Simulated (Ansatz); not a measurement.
Geometry optimisation, RKS PBE0/6-31G* in Ansatz 0.2.0.

Input file:

```yaml
crystal:
  periodic: [false, false, false]
  atoms:
    - { symbol: Si, position_ang: [0.100773, 0.022021, -0.016083] }
    - { symbol: H, position_ang: [0.068514, -0.101671, 1.425953] }
    - { symbol: H, position_ang: [1.513519, 0.243526, 0.191488] }
    - { symbol: O, position_ang: [-0.654076, 1.287663, -0.719058] }
    - { symbol: C, position_ang: [-2.061796, 1.386099, -0.859992] }
    - { symbol: H, position_ang: [-2.587029, 1.156199, 0.076321] }
    - { symbol: H, position_ang: [-2.291572, 2.417592, -1.139419] }
    - { symbol: H, position_ang: [-2.424407, 0.716477, -1.647923] }
    - { symbol: F, position_ang: [-0.291527, -1.347007, -0.752688] }
basis:
  gaussian: { orbitals: "6-31G*" }
hamiltonian:
  xc: pbe0
relax:
  f_tol: 0.03
  max_steps: 50
```

Run as:

```bash
$ ansatz run input.yaml --threads 1 --pin off --max-ram 2048MiB --backend cpu --events-out ev --progress --plain --runs-dir out
```

Question: Where does it end, and by what steps?

Answer: The forces met the threshold. The force dipped under the threshold on the way, but the program's further checks kept it going. After 9 steps the energy has fallen by 0.604 eV; H2 moved furthest, 0.52 Å.

| step | energy less start (eV) | largest force component (eV/Å) | accepted |
| --- | --- | --- | --- |
| 0 | 0.0000 | 1.646 | yes |
| 1 | -0.4883 | 0.589 | yes |
| 2 | -0.5384 | 1.013 | yes |
| 3 | -0.5883 | 0.156 | yes |
| 4 | -0.5994 | 0.120 | yes |
| 5 | -0.6028 | 0.045 | yes |
| 6 | -0.6035 | 0.028 | yes |
| 7 | -0.6039 | 0.031 | yes |
| 8 | -0.6039 | 0.056 | no |
| 9 | -0.6041 | 0.004 | yes |

```xyz
9
Properties=species:S:1:pos:R:3
Si 0.136 0.018 0.004
H -0.449 -0.084 1.368
H 1.576 0.349 -0.007
O -0.618 1.209 -0.833
C -2.021 1.383 -0.818
H -2.448 1.171 0.172
H -2.240 2.423 -1.076
H -2.502 0.730 -1.556
F -0.062 -1.417 -0.695
```

Whether the end is a true minimum wasn't checked by a vibrational analysis.

Run time: 36 s on 1 thread of Arm Neoverse V1 (shared host), peak memory 0.17 GiB.
